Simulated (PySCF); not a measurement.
C2H6N, SMILES CC[NH], multiplicity 2. Atoms are numbered in the order given.

```xyz
9

C      0.2016    -1.2125     0.0000
C     -0.4971     0.1358     0.0000
N      0.4391     1.2250     0.0000
H     -0.5215    -2.0314     0.0000
H      0.8366    -1.3107    -0.8827
H      0.8366    -1.3107     0.8827
H     -1.1695     0.2236     0.8724
H     -1.1695     0.2236    -0.8724
H     -0.1132     2.0908     0.0000
```
Charge 0, spin multiplicity 2.

Geometry optimised at r2SCAN-D4/def2-TZVP. The isomer is the one that the SMILES or the coordinates give; other isomers of the formula were not compared. One conformer was computed; it need not be the lowest.

The numbers are results of r2SCAN-D4/def2-TZVP (PySCF), not measurements.

No scaling factor is applied to the harmonic values.

```csv
mode,ν (cm⁻¹),IR (km/mol),moving atoms (share of kinetic energy)
1,222,15.4,"H 83 %, N 12 %"
2,317,51.3,H 95 %
3,421,12.2,"C 35 %, H 34 %, N 32 %"
4,726,3.4,"H 84 %, C 15 %"
5,900,0.4,"C 43 %, H 34 %, N 23 %"
6,1013,2.0,"H 79 %, C 20 %"
7,1026,25.7,"H 59 %, C 37 %"
8,1075,2.7,"C 39 %, H 35 %, N 25 %"
9,1244,26.0,"H 73 %, C 21 %"
10,1261,0.0,"H 82 %, C 18 %"
11,1381,2.8,"H 78 %, C 19 %"
12,1407,10.1,"H 82 %, C 16 %"
13,1427,7.4,"H 77 %, C 22 %"
14,1484,7.4,H 97 %
15,1495,5.9,H 96 %
16,2919,34.3,H 95 %
17,2937,29.0,"H 91 %, C 9 %"
18,3039,21.2,H 97 %
19,3117,24.4,"H 91 %, C 9 %"
20,3120,25.1,"H 91 %, C 9 %"
21,3373,10.3,H 93 %
```
